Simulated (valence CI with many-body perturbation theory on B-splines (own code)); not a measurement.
**Ru XXIX: key properties**

Level of theory: configuration interaction combined with many-body perturbation theory (CI+MBPT): six valence electrons over a frozen Dirac-Fock core [Ne], a basis of 9 s, 9 p, 8 d, 6 f, 3 g, 1 h functions for each j, with the one-electron correlation potential Σ1 (screened to all orders), the two-electron term Σ2, the three-electron term Σ3, Breit, model QED; selected single and double excitations, second order for the rest, scaled by the run's own slope (own B-spline code, finite nucleus).

No measured spectrum was set against this ion. As an estimate, large intervals hold to a few tenths of a per cent, small ones and those within an open d or f shell to about a per cent. Among the levels kept, up to 1500 cm⁻¹ of a level comes from second order outside the variational space, and about a tenth of that is noise between levels of different J, which matters for small intervals.

Levels are named by their leading jj configuration (3d3/2^4 stands for four electrons in 3d with j = 3/2), which in mixed levels can hold well under half, so a name can repeat and another be missing.

Rates and lifetimes use the calculated energies. Strong lines usually hold to 10 to 20 %, long lifetimes can be off by a factor of two.

Q: What is the ground level?

A: (3s^2 3p1/2^2 3p3/2^2) J=2, composition 75 % 3s2.3p4 3P + 23 % 3s2.3p4 1D, g = 1.381.

Q: Among levels below 180.78 eV, which E1 lines absorb most strongly from the ground level?

A: to (3s^2 3p1/2 3p3/2^2 3d3/2) J=3 at 7.398 nm, f = 0.228; to (3s^2 3p1/2 3p3/2^2 3d3/2) J=2 at 7.444 nm, f = 0.157; to (3s^2 3p1/2 3p3/2^2 3d3/2) J=1 at 7.227 nm, f = 0.136.

Q: What is the ionisation energy?

A: 1579.9 eV; NIST lists 1577 ± 2.1 eV (semi-empirical).

Q: What are the static dipole polarisabilities of the lowest levels?

A: (3s^2 3p1/2^2 3p3/2^2) J=2 0.0336 (tensor 0.00096); (3s^2 3p1/2^2 3p3/2^2) J=0 0.0333; (3s^2 3p1/2 3p3/2^3) J=1 0.0354 (tensor -0.0014); (3s^2 3p1/2 3p3/2^3) J=2 0.0352 (tensor -0.0036) bohr³, of which the core gives 0.000479.

Q: Where does the other parity begin?

A: At (3s 3p1/2^2 3p3/2^3) J=2, 105.74 eV.
